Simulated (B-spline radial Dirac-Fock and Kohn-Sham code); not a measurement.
## Elastic and transport cross sections of silicon for positrons

Model: relativistic (Dirac) partial waves in the static field of the Dirac-Fock atom, without polarisation or absorption potentials. Program: a radial atomic solver. Below a few hundred eV the neglected polarisation potential matters, most of all at small angles. σ_tr1 and σ_tr2 weight the cross section with 1 − P₁ and 1 − P₂ of cos θ; "backward" is the share scattered beyond 90°.

| energy (eV) | σ (a₀²) | σ_tr1 (a₀²) | σ_tr2 (a₀²) | σ/σ_tr1 | backward (%) |
| --- | --- | --- | --- | --- | --- |
| 111 | 15.0 | 2.54 | 4.84 | 5.89 | 3.8 |
| 142 | 13.4 | 1.99 | 3.86 | 6.75 | 3.2 |
| 281 | 9.54 | 0.981 | 1.96 | 9.72 | 2.1 |
| 835 | 4.92 | 0.298 | 0.614 | 16.5 | 1.1 |
| 964 | 4.48 | 0.252 | 0.523 | 17.8 | 1.0 |
| 1220 | 3.81 | 0.190 | 0.400 | 20.1 | 0.87 |
| 1600 | 3.15 | 0.135 | 0.290 | 23.3 | 0.70 |
| 1690 | 3.03 | 0.126 | 0.271 | 24.0 | 0.67 |
| 2330 | ? | ? | ? | ? | ? |
| 2350 | 2.38 | 0.0812 | 0.179 | 29.3 | 0.51 |
| 5520 | 1.21 | 0.0233 | 0.0543 | 52.0 | 0.23 |
| 26300 | 0.315 | 0.00179 | 0.00446 | 176 | 0.048 |
| 27400 | 0.304 | 0.00166 | 0.00416 | 183 | 0.046 |
| 57900 | 0.160 | 0.000455 | 0.00117 | 352 | 0.020 |
| 146000 | 0.0796 | 9.31e-05 | 0.000248 | 855 | 0.0060 |

Task: Fill in the row for 2.33 keV.

Result: σ = 2.39 a₀², σ_tr1 = 0.0822 a₀², σ_tr2 = 0.181 a₀², σ/σ_tr1 = 29.1, backward 0.51 %. The ratio σ/σ_tr1 is roughly the number of elastic collisions that randomise the direction.

Values without a named source are computed, but for edge energies of neutral atoms, which are taken from tables.
